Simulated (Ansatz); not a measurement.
The atomisation energy (no zero-point term) down a group: O to Se

One atom is swapped for its congeners: C2H8GeO `C[O][GeH2][CH3]`; C2H8GeS `C[S][GeH2][CH3]`; C2H8GeSe `[CH3][GeH2][Se]C`. All are singlets with charge 0.

Shapes, held fixed at every level: PBE0-D4/def2-TZVP. Flexible molecules stand in one conformer, not always the lowest. Programs: Ansatz 0.2.0. Values in eV.

Q: How should the atomisation energy change along the series?

A: At CCSD(T)/def2-TZVPP the atomisation energy falls at every step, from 42.78 to 40.77 eV. Every level shows the same order. Relativity is left out for Ge, Se unless named. Correlated rows may include outer-core shells of Ge, Se, which these sets cover unevenly. Spin-orbit coupling, which grows down the group, is left out (summed over each molecule's free atoms 0.14, 0.15, 0.24 eV).

| level | C2H8GeO | C2H8GeS | C2H8GeSe |
| --- | --- | --- | --- |
| HF/def2-TZVPP | 32.09 | 31.36 | 30.78 |
| B3LYP-D4/def2-TZVPP | 43.45 | 41.98 | 41.38 |
| BHLYP-D4/def2-TZVPP | 42.44 | 41.22 | 40.62 |
| wB97M-V/def2-TZVPP | 43.50 | 42.11 | 41.33 |
| wB97X-V/def2-TZVPP | 43.68 | 42.27 | 41.60 |
| CCSD/def2-TZVPP | 42.26 | 40.79 | 40.26 |
| CCSD(T)/def2-TZVPP | 42.78 | 41.30 | 40.77 |
